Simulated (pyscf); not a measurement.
# O=Ge(OH)–F (SMILES [O]=[Ge]([OH])[F]), singlet

Gas-phase minimum from PySCF at ωB97X-D3(BJ)/def2-SVP, one conformer. 

```xyz
5

O      1.9952    -1.3055    -0.9936
Ge     0.6438    -0.5118    -0.5925
O      0.4041     1.0666     0.0929
F     -0.9763    -1.0861    -0.7637
H     -0.5338     1.2680     0.2227
```

Bonded distances (Å): O1–Ge2 1.618, Ge2–O3 1.737, Ge2–F4 1.727, O3–H5 0.968. Angles (°): O1–Ge2–O3 131.2, O1–Ge2–F4 126.6, O3–Ge2–F4 102.2, Ge2–O3–H5 112.1.

Properties at ωB97X-D3(BJ)/def2-SVP:

```
Property                                                                                                                                                            Value
---------------------------------------------------------------------------------------------------------------------  --------------------------------------------------
Harmonic wavenumbers, unscaled                                                                                         231, 237, 254, 403, 731, 775, 923, 1046, 3867 cm⁻¹
Zero-point energy                                                                                                                                           12.1 kcal/mol
Rotational symmetry number                                                                                                                                              1
Entropy of this conformer at 298 K and 1 atm, rigid rotor and harmonic oscillator, modes under 100 cm⁻¹ raised to 100                                     303.6 J/(mol K)
Dipole moment                                                                                                                                                      3.65 D
```

Single-point totals, which compare only within one level (frozen core for MP2 and CC):

| level | total energy (hartree) |
|---|---|
| ωB97X-D3(BJ)/def2-TZVP | -2328.01279 |
| PBE/def2-TZVP | -2327.49000 |
| r²SCAN/def2-TZVP | -2327.92603 |
| B3LYP-D3(BJ)/def2-TZVP | -2328.09177 |
| PBE0-D3(BJ)/def2-TZVP | -2327.52776 |
| M06-2X/def2-TZVP | -2327.96491 |
| ωB97M-D3(BJ)/def2-TZVP | -2328.11086 |
| HF/def2-TZVPP | -2325.25031 |
| MP2/def2-TZVPP | -2326.22910 |
| CCSD/def2-TZVPP | -2326.21377 |
| CCSD(T)/def2-TZVPP | -2326.25236 |

The CCSD(T) − MP2 part came from Ansatz, without density fitting, on the same reference. The frozen core leaves the outer d or s,p core shells of the metals and heavy elements correlated in the MP2 and CC values, and def2-TZVPP describes them poorly, so these totals are far from the basis limit. Elements up to Kr have no core potential and no relativistic terms here.
